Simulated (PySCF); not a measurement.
B3LYP has the VWN-RPA correlation part, as in Gaussian. 

Z-matrix (Å, degrees):
```
O
C 1 1.4087
H 2 1.0977 1 107.54
H 2 1.1037 3 109.20 1 119.80
H 2 1.1046 3 109.30 4 119.33
C 1 1.4087 2 114.11 3 178.48
H 6 1.0977 1 107.54 2 -178.71
H 6 1.1037 7 109.21 1 -119.81
H 6 1.1046 7 109.29 8 -119.33
In 1 2.3861 2 118.22 3 -35.64
H 10 1.7397 1 94.49 2 47.47
H 10 1.7398 11 120.57 3 -119.24
H 10 1.7441 11 118.73 3 77.01
```
Charge 0, multiplicity 1.

### Question
What is the computed LUMO, total energy and S1 oscillator strength (B3LYP-D3(BJ)/def2-TZVP // PBE0-D4/def2-SVP run with PySCF 2.14.0)?

### Answer

```
Quantity                      Result
----------------------  ------------
LUMO                        -0.63 eV
total energy            -347.0916 Ha
S1 oscillator strength         0.002
```
